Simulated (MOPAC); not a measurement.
Input for MOPAC: PM6 on CH6GeO (a complex), monomers drawn apart or pushed together.

```
PM6 1SCF PRECISE CHARGE=0 THREADS=1
CH6GeO

C      0.49125447 1    -0.57724568 1     0.39054414 1
O      0.43459162 1     0.47642369 1     0.96143741 1
H      0.72649524 1    -0.64477595 1    -0.68852333 1
H      0.31122916 1    -1.53524066 1     0.91435498 1
Ge    -0.53462254 1     0.05701893 1     5.39062502 1
H     -0.86779705 1    -0.27013616 1     6.85884633 1
H     -0.51658334 1    -1.26362399 1     4.60257015 1
H      0.84454319 1     0.72336144 1     5.32670617 1
H     -1.61316022 1     0.98926774 1     4.82735990 1
```

It printed:

```
*******************************************************************************
 **                                                                           **
 **                              MOPAC v23.2.5                                **
 **                                                                           **
 *******************************************************************************
 ** MOPAC's Digital Object Identifier: https://doi.org/10.5281/zenodo.6511958 **
 **                                                                           **
 ** Please cite the open-source release paper for use of this MOPAC version:  **
 ** J. E. Moussa and J. J. P. Stewart (2026)                                  **
 ** MOPAC: An open-source semiempirical molecular orbital program             **
 ** J. Open Source Softw., 11(119), 8025, https://doi.org/10.21105/joss.08025 **
 *******************************************************************************

                              PM6 CALCULATION RESULTS

 *******************************************************************************
 *  PM6        - The PM6 Hamiltonian to be used
 *
 *
 *
 *                 CHARGE ON SYSTEM = 0
 *
 *
 *
 *  PRECISE    - TIGHTER CRITERIA TO BE USED
 *  1SCF       - DO 1 SCF AND THEN STOP
 *  THREADS=1  - MULTI-THREADING NOT USED
 *  T=         - A TIME OF 172800.0 SECONDS REQUESTED
 *  DUMP=N     - RESTART FILE WRITTEN EVERY 7200.0 SECONDS REQUESTED
 *******************************************************************************
PM6 1SCF PRECISE CHARGE=0 THREADS=1
 CH6GeO

   ATOM   CHEMICAL          X               Y               Z
  NUMBER   SYMBOL      (ANGSTROMS)     (ANGSTROMS)     (ANGSTROMS)

     1       C          0.49125447  *  -0.57724568  *   0.39054414  *
     2       O          0.43459162  *   0.47642369  *   0.96143741  *
     3       H          0.72649524  *  -0.64477595  *  -0.68852333  *
     4       H          0.31122916  *  -1.53524066  *   0.91435498  *
     5      Ge         -0.53462254  *   0.05701893  *   5.39062502  *
     6       H         -0.86779705  *  -0.27013616  *   6.85884633  *
     7       H         -0.51658334  *  -1.26362399  *   4.60257015  *
     8       H          0.84454319  *   0.72336144  *   5.32670617  *
     9       H         -1.61316022  *   0.98926774  *   4.82735990  *



          CARTESIAN COORDINATES

    NO.       ATOM           X           Y           Z

     1         C          0.4913     -0.5772      0.3905
     2         O          0.4346      0.4764      0.9614
     3         H          0.7265     -0.6448     -0.6885
     4         H          0.3112     -1.5352      0.9144
     5        Ge         -0.5346      0.0570      5.3906
     6         H         -0.8678     -0.2701      6.8588
     7         H         -0.5166     -1.2636      4.6026
     8         H          0.8445      0.7234      5.3267
     9         H         -1.6132      0.9893      4.8274

 General Reference for PM6:
 "Optimization of Parameters for Semiempirical Methods V: Modification of NDDO Approximations
 and Application to 70 Elements", J. J. P. Stewart, J. Mol. Mod., 13, 1173-1213 (2007)
 URL: https://link.springer.com/article/10.1007/s00894-007-0233-4

           Empirical Formula: C H6 O Ge  =     9 atoms



      MOLECULAR POINT GROUP   :   Cs


      RHF CALCULATION, NO. OF DOUBLY OCCUPIED LEVELS = 10


 -------------------------------------------------------------------------------
 PM6 1SCF PRECISE CHARGE=0 THREADS=1
 CH6GeO



     1SCF WAS SPECIFIED, SO BFGS WAS NOT USED
     SCF FIELD WAS ACHIEVED


                              PM6 CALCULATION
                                                       MOPAC v23.2.5 Linux




          FINAL HEAT OF FORMATION =         -3.17611 KCAL/MOL =     -13.28884 KJ/MOL


          COSMO AREA              =        136.27 SQUARE ANGSTROMS
          COSMO VOLUME            =        117.47 CUBIC ANGSTROMS

          IONIZATION POTENTIAL    =         10.204182 EV
          HOMO LUMO ENERGIES (EV) =        -10.204  0.081
          NO. OF FILLED LEVELS    =         10
          MOLECULAR WEIGHT        =        106.6478         POINT GROUP:  Cs

          MOLECULAR DIMENSIONS (Angstroms)

            Atom       Atom       Distance
            H     6    H     3     7.72301
            H     9    H     4     2.55343
            H     8    H     7     2.17009


          SCF CALCULATIONS        =          1





   ATOM   CHEMICAL          X               Y               Z
  NUMBER   SYMBOL      (ANGSTROMS)     (ANGSTROMS)     (ANGSTROMS)

     1       C          0.49125447  *  -0.57724568  *   0.39054414  *
     2       O          0.43459162  *   0.47642369  *   0.96143741  *
     3       H          0.72649524  *  -0.64477595  *  -0.68852333  *
     4       H          0.31122916  *  -1.53524066  *   0.91435498  *
     5      Ge         -0.53462254  *   0.05701893  *   5.39062502  *
     6       H         -0.86779705  *  -0.27013616  *   6.85884633  *
     7       H         -0.51658334  *  -1.26362399  *   4.60257015  *
     8       H          0.84454319  *   0.72336144  *   5.32670617  *
     9       H         -1.61316022  *   0.98926774  *   4.82735990  *

                             CARTESIAN COORDINATES

   1    C        0.491254470    -0.577245680     0.390544140
   2    O        0.434591620     0.476423690     0.961437410
   3    H        0.726495240    -0.644775950    -0.688523330
   4    H        0.311229160    -1.535240660     0.914354980
   5   Ge       -0.534622540     0.057018930     5.390625020
   6    H       -0.867797050    -0.270136160     6.858846330
   7    H       -0.516583340    -1.263623990     4.602570150
   8    H        0.844543190     0.723361440     5.326706170
   9    H       -1.613160220     0.989267740     4.827359900


           Empirical Formula: C H6 O Ge  =     9 atoms



      MOLECULAR POINT GROUP   :   Cs


                  EIGENVALUES
 -32.25632 -23.48044 -19.22882 -17.23910 -15.09118 -14.90169 -12.02395 -12.01917
 -11.93909 -10.20418   0.08133   2.41873   2.49055   2.54014   3.74418   4.05223
   4.47164   4.70767


              NET ATOMIC CHARGES AND DIPOLE CONTRIBUTIONS

  ATOM NO.   TYPE          CHARGE      No. of ELECS.   s-Pop       p-Pop
    1          C           0.237694        3.7623     1.14605     2.61626
    2          O          -0.422590        6.4226     1.84676     4.57583
    3          H           0.092848        0.9072     0.90715
    4          H           0.092049        0.9080     0.90795
    5         Ge          -0.566152        4.5662     1.22169     3.34446
    6          H           0.135703        0.8643     0.86430
    7          H           0.137739        0.8623     0.86226
    8          H           0.146177        0.8538     0.85382
    9          H           0.146531        0.8535     0.85347
 DIPOLE           X         Y         Z       TOTAL
 POINT-CHG.     0.144    -2.555    -1.414     2.924
 HYBRID        -0.011     0.132     0.091     0.160
 SUM            0.133    -2.424    -1.323     2.765


          ATOMIC ORBITAL ELECTRON POPULATIONS

     Atom    s        px        py        pz
    1  C   1.14605   0.67703   0.93328   1.00595
    2  O   1.84676   1.37191   1.44248   1.76144
    3  H   0.90715
    4  H   0.90795
    5 Ge   1.22169   1.11952   1.11400   1.11094
    6  H   0.86430
    7  H   0.86226
    8  H   0.85382
    9  H   0.85347

 **********************
 *                    *
 * JOB ENDED NORMALLY *
 *                    *
 **********************




 == MOPAC DONE ==
```

The run finished.

Cost: about 0.020 core-seconds (a rough figure).
